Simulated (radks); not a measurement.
Results of a calculation; reference values are marked as such.
Question: Lu2+, 69 electrons, occupied as [Xe] 4f14 6s1. Code: a radial shooting solver on a logarithmic mesh with Libxc functionals. Model: scalar-relativistic Kohn-Sham, r2SCAN, spin-unpolarised, spherical densities, finite nucleus; meta-GGA in the generalised Kohn-Sham scheme; Fermi nuclear charge, rms radius 5.37 fm. Some entries of the table are withheld. Estimate them.

| orbital | occ. | eigenvalue (eV) | r(max) (bohr) | <r> (bohr) |
|---|---|---|---|---|
| 1s | 2 | (1) | 0.01213 | 0.01932 |
| 2s | 2 | -10819.32 | 0.06928 | 0.08182 |
| 2p | 6 | -9517.761 | 0.05660 | 0.07292 |
| 3s | 2 | -2474.487 | 0.1955 | 0.2124 |
| 3p | 6 | -2081.971 | 0.1930 | 0.2121 |
| 3d | 10 | -1610.066 | (2) | 0.1925 |
| 4s | 2 | -511.6055 | 0.4463 | 0.4782 |
| 4p | 6 | -382.2637 | 0.4671 | 0.5079 |
| 4d | 10 | -212.7005 | 0.4812 | 0.5479 |
| 5s | 2 | -80.1266 | 1.044 | 1.170 |
| 5p | 6 | -49.8607 | 1.191 | 1.374 |
| 4f | 14 | (3) | (4) | 0.7172 |
| 6s | 1 | -17.3544 | 2.802 | 3.111 |

Answer: 
(1) 1s eigenvalue (eV): -63330.14
(2) 3d r(max) (bohr): 0.1576
(3) 4f eigenvalue (eV): -27.0293
(4) 4f r(max) (bohr): 0.4700
